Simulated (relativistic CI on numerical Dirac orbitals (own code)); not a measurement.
Method of calculation: Dirac-Coulomb-Breit CI, orbitals from a KLI potential per configuration, a model potential for QED, unscaled Slater integrals (own radial code, finite nucleus).

The strongest absorption lines from the ground level of an ion, among the configurations computed and to levels below about 233 eV (vacuum wavelength in nm, gf): 10.007 (0.13), 10.245 (3), 10.297 (1.8), 10.660 (0.12), 10.693 (0.97), 11.093 (0.11), 13.339 (0.028), 18.787 (0.094).

Question: Which ion is it?
A. Y22+
B. Br16+
C. Br18+
D. Br20+

Answer: C. Br18+ has 17 electrons and the ground level 3s2 3p5 2P°_3/2; the strongest line goes to 3s2 3p4 3d 2D_5/2. The pattern of lines fixes the number of electrons, and along that sequence the line energies rise steadily with the charge (about as its square where n changes within one kind of shell, about linearly where n is kept but much faster in heavy ions where fine structure, which grows about as Z⁴, sets the gap, and irregularly where shells cross), which fixes Z. Configurations outside the model, such as inner-shell arrays, can give stronger lines. At this charge energies of transitions that change n are usually good to better than 1 %, and those within a shell (Δn = 0) to a few per cent.

LS names give the leading component of a level, which can be under half, so a name can repeat, a term be missing and a line seem to break the LS rules.
